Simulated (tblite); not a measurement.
Compound: C₆H₁₁PSe.
Geometry (GFN2-xTB, Å), atoms numbered from 1 in this order:
```
atom  x, y, z in Å
C1    -2.0922   -0.3685    2.2904
C2    -1.9744    0.1723    1.2284
C3    -1.7932    0.7954   -0.0563
P4    -0.2100    0.2747   -0.8671
C5    -0.3010   -1.5539   -0.8939
Se6    0.0505    1.1427   -2.7550
C7     1.0872    0.7071    0.3717
C8     2.4673    0.3127   -0.1308
H9    -2.2210   -0.8274    3.2247
H10   -1.7676    1.8866    0.0343
H11   -2.6046    0.5270   -0.7415
H12    0.6189   -1.9430   -1.3264
H13   -0.4519   -1.9514    0.1074
H14   -1.1318   -1.8373   -1.5391
H15    1.0303    1.7921    0.5037
H16    0.8445    0.2256    1.3220
H17    2.5668   -0.7692   -0.1953
H18    2.6329    0.7348   -1.1215
H19    3.2394    0.6888    0.5368
```

Computed with GFN2-xTB (tblite): harmonic, unscaled wavenumbers at the GFN2-xTB geometry, gas phase. The method is semi-empirical: single wavenumbers can be off by several per cent or more. One conformer, not necessarily the lowest.

Harmonic wavenumbers (cm⁻¹): 48.0, 59.7, 87.7, 124.9, 136.7, 160.0, 184.0, 192.6, 220.4, 238.4, 294.3, 307.2, 372.9, 482.2, 630.4, 637.8, 667.2, 714.1, 734.7, 744.1, 793.2, 847.3, 861.8, 976.0, 998.5, 1007.5, 1067.3, 1080.6, 1179.2, 1208.9, 1244.1, 1300.8, 1386.3, 1405.4, 1407.8, 1426.8, 1427.6, 1487.5, 1493.5, 2283.5, 2917.1, 2929.2, 2937.2, 2951.3, 2998.6, 3005.6, 3016.1, 3018.2, 3026.7, 3034.9, 3398.3.

A = 1714, B = 742.7, C = 618.3 MHz; mass 193.976 u (most abundant isotopes); point group C1, symmetry number 1.

Q: Zero-point energy?

A: ½Σν̃ = 32577 cm⁻¹ = 389.71 kJ/mol.

Q: What is S at 298.15 K and 1 bar for an ideal gas of classical rigid rotors and harmonic oscillators?

A: Translation 174.55, rotation 127.16, vibration 157.07: S = 458.8 J/(mol K).

Q: And Cp and H(298.15 K) − H(0)?

A: Cp = 180.56 J/(mol K), of which vibrations give 147.30 (their classical limit is 51 R = 424.0); H(298.15 K) − H(0) = 34.05 kJ/mol without the zero-point energy, 24.14 from vibrations.

Q: How do the functions run with temperature in this model?

A: 
```json
{"T (K)": "100", "S (J/(mol K))": "313.7", "Cp (J/(mol K))": "96.9", "H − H(0) (kJ/mol)": "6.28", "G − H(0) (kJ/mol)": "-25.09", "ln q(vib)": "2.26"}
{"T (K)": "200", "S (J/(mol K))": "395.1", "Cp (J/(mol K))": "140.9", "H − H(0) (kJ/mol)": "18.27", "G − H(0) (kJ/mol)": "-60.75", "ln q(vib)": "5.84"}
{"T (K)": "300", "S (J/(mol K))": "459.9", "Cp (J/(mol K))": "181.3", "H − H(0) (kJ/mol)": "34.39", "G − H(0) (kJ/mol)": "-103.58", "ln q(vib)": "9.22"}
{"T (K)": "500", "S (J/(mol K))": "569.4", "Cp (J/(mol K))": "249.5", "H − H(0) (kJ/mol)": "77.85", "G − H(0) (kJ/mol)": "-206.86", "ln q(vib)": "15.40"}
{"T (K)": "800", "S (J/(mol K))": "702.2", "Cp (J/(mol K))": "315.3", "H − H(0) (kJ/mol)": "163.40", "G − H(0) (kJ/mol)": "-398.40", "ln q(vib)": "23.66"}
{"T (K)": "1000", "S (J/(mol K))": "776.0", "Cp (J/(mol K))": "345.2", "H − H(0) (kJ/mol)": "229.59", "G − H(0) (kJ/mol)": "-546.38", "ln q(vib)": "28.59"}
```

q(vib) and H(0) count from the zero-point level.

Q: Which modes carry the vibrational entropy at 298.15 K?

A: 48.0 cm⁻¹: 20.49; 59.7 cm⁻¹: 18.69; 87.7 cm⁻¹: 15.53; 124.9 cm⁻¹: 12.65; 136.7 cm⁻¹: 11.92; 160.0 cm⁻¹: 10.67 J/(mol K); the other 45 give 67.12 together.

Hindered rotation and anharmonicity are outside this model. Other conformers, if any are populated, would add a mixing term that is left out. The structure is chiral; the term R ln 2 for an equal mix with its mirror image is left out.
